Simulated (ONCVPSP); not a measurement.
carbon (C): excitation energies, all-electron against ONCV

- Element: carbon (C)
- Generator: ONCVPSP 4.0.1
- Type: optimised norm-conserving Vanderbilt (ONCV)
- Functional: PBE
- Relativity: scalar-relativistic
- Frozen core: [He]
- Valence charge: 4
- Reference configuration: 2s2 2p2
- Partial waves: 2s: rc 1.35 bohr, ncon 3, nbas 7, qcut 6.2 1/bohr, local; 2p: rc 2.10 bohr, ncon 4, nbas 7, qcut 5.9 1/bohr, 2 projectors, debl 2.4 Ha; d scattering state at 0.32 Ha: rc 2.00 bohr, ncon 4, nbas 7, qcut 4.9 1/bohr, 2 projectors, debl 2.6 Ha
- Local potential: the s channel
- Core correction: Teter function fitted to the true core (icmod 2), fcfact 0.7

Energies are relative to the spin-unpolarised reference configuration 2s2 2p2; without spin polarisation the order of configurations can differ from experiment.

| valence configuration | charge | ΔE all-electron (eV) | error AE − PS (meV) |
| --- | --- | --- | --- |
| 2s2 2p0 | +2 | 35.017 | +416 |
| 2s1 2p0 | +3 | 83.211 | +805 |

(1) What are ΔE and the potential's error for 2s0 2p4?

(2) What are ΔE and the potential's error for 2s2 2p1?

Levels in the configuration 2s0 2p4:

| level | all-electron (eV) | pseudo (eV) |
| --- | --- | --- |
| 2p | -6.092 | -6.141 |

## Answers

(1) ΔE = 16.975 eV all-electron; the error (AE − PS) is -22 meV.

(2) ΔE = 10.861 eV all-electron; the error (AE − PS) is +47 meV.
